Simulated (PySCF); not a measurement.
# Au3 at several levels of theory

Computed with PySCF 2.14.0 (density fitting, no spin-orbit coupling) at the geometry relaxed with B3LYP:

```xyz
3
Au3 (doublet)
Au    1.3883    0.0000    0.0000
Au   -0.6941    1.6437    0.0000
Au   -0.6942   -1.6437    0.0000
```

```csv
level,basis,state,HOMO (eV),gap (eV),charge on Au1 (e),dipole about the centre of mass (D),largest force component (eV/Å)
B3LYP,Au def2-SVP with ECP60,doublet,-5.43,1.41,0.08,0.61,0.03
PBE0,the same,doublet,-5.47,1.82,0.08,0.60,0.36
B3LYP,Au def2-TZVP with ECP60,doublet,-5.46,1.42,0.09,0.64,0.24
B3LYP,Au x2c-SVPall,doublet,-5.48,1.43,-0.01,0.62,0.59
```

HOMO and gap are taken over both spins. Charges are Mulliken's, which hang on the basis. The relaxation used the grid (50, 194), these runs (75, 302) or, all-electron (x2c bases, spin-free X2C Hamiltonian), (99, 590).

Task: A further run in the first row's basis gives HOMO (eV) -4.91, gap (eV) 0.29, charge on Au1 (e) 0.09, dipole about the centre of mass (D) 0.62, largest force component (eV/Å) 0.09. Which level was it?
A. TPSSh
B. M06-L
C. BLYP

Result: C. The others give HOMO -5.11 eV (TPSSh); -4.62 eV (M06-L).

A frequency check found unstable modes (1, the lowest at -9 cm⁻¹), so the relaxed geometry is a saddle point, or these are noise. Open shells may have lower solutions than the one found.

A gap near or under zero over both spins lies within a partly filled shell and is no excitation energy.
